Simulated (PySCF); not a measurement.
Compound: C4H10O2S.
Numbering: `[CH3:1][CH:2]([CH3:3])[S:4]([CH3:5])(=[O:6])=[O:7]` (hydrogens: H8, H9, H10 on C1; H11 on C2; H12, H13, H14 on C3; H15, H16, H17 on C5)

The same species was optimised twice, with GFN2-xTB and with PBE0-D3(BJ)/def2-SVP (PySCF), and the same property calculations (PySCF, gas phase) were run on both structures.

```tsv
coordinate	GFN2-xTB	PBE0-D3(BJ)/def2-SVP	change
S4–C5 (Å)	1.824	1.786	-0.038
S4=O7 (Å)	1.438	1.464	+0.026
S4=O6 (Å)	1.438	1.463	+0.025
C2–S4 (Å)	1.836	1.817	-0.019
C1–C2 (Å)	1.515	1.521	+0.006
C2–C3 (Å)	1.512	1.517	+0.005
O6–S4–O7 (°)	117.6	120.5	+2.9
C3–C2–S4 (°)	108.3	110.8	+2.5
C2–S4–O7 (°)	108.7	107.6	-1.1
C2–S4–O6 (°)	108.6	107.5	-1.1
C5–S4–O6 (°)	107.5	106.8	-0.7
C1–C2–S4 (°)	105.2	106.0	+0.8
C5–S4–O7 (°)	108.0	107.7	-0.3
C1–C2–C3 (°)	113.3	113.4	+0.1
C1–C2–S4–C5 (°)	177	171	-6
```

Rotational constants: A = 3017, B = 2024, C = 1663 MHz (GFN2-xTB) against A = 2991, B = 2006, C = 1664 MHz (PBE0-D3(BJ)/def2-SVP). Point groups within 0.08 Å: C1 and C1.

On the GFN2-xTB structure: HOMO (eV) -8.09 [PBE0/pcSseg-1]; LUMO (eV) 0.94 [PBE0/pcSseg-1]; dipole (D) 4.56 [PBE0/pcSseg-1]; GIAO shielding of C1/C3 (mean) (ppm) 171.4 [PBE0/pcSseg-1]; GIAO shielding of C2 (ppm) 124.6 [PBE0/pcSseg-1]; GIAO shielding of S4 (ppm) 192.1 [PBE0/pcSseg-1]; GIAO shielding of C5 (ppm) 142.1 [PBE0/pcSseg-1]; GIAO shielding of O6/O7 (mean) (ppm) 141.5 [PBE0/pcSseg-1].

Task: What do these properties become on the PBE0-D3(BJ)/def2-SVP structure?

Result: 
| property | level | on GFN2-xTB | on PBE0-D3(BJ)/def2-SVP | change |
| --- | --- | --- | --- | --- |
| HOMO (eV) | PBE0/pcSseg-1 | -8.09 | -8.09 | 0.00 |
| LUMO (eV) | PBE0/pcSseg-1 | 0.94 | 0.83 | -0.11 |
| dipole (D) | PBE0/pcSseg-1 | 4.56 | 4.57 | +0.01 |
| energy, GFN2-xTB geometry as zero (kcal/mol) | PBE0/pcSseg-1 | 0.0 | -3.0 | -3.0 |
| GIAO shielding of C1/C3 (mean) (ppm) | PBE0/pcSseg-1 | 171.4 | 168.7 | -2.7 |
| GIAO shielding of C2 (ppm) | PBE0/pcSseg-1 | 124.6 | 125.4 | +0.8 |
| GIAO shielding of S4 (ppm) | PBE0/pcSseg-1 | 192.1 | 184.3 | -7.8 |
| GIAO shielding of C5 (ppm) | PBE0/pcSseg-1 | 142.1 | 143.1 | +1.0 |
| GIAO shielding of O6/O7 (mean) (ppm) | PBE0/pcSseg-1 | 141.5 | 132.7 | -8.8 |

The heavy atoms differ by 0.051 Å rms after alignment. Among bonds between heavy atoms S4–C5 changes most (-0.038 Å). Changes are differences of the printed values. Neither structure is proved a minimum here.

The values belong to the conformer `[CH3:1][CH:2]([CH3:3])[S:4]([CH3:5])(=[O:6])=[O:7]`: C1–C2–S4–C5 171°.
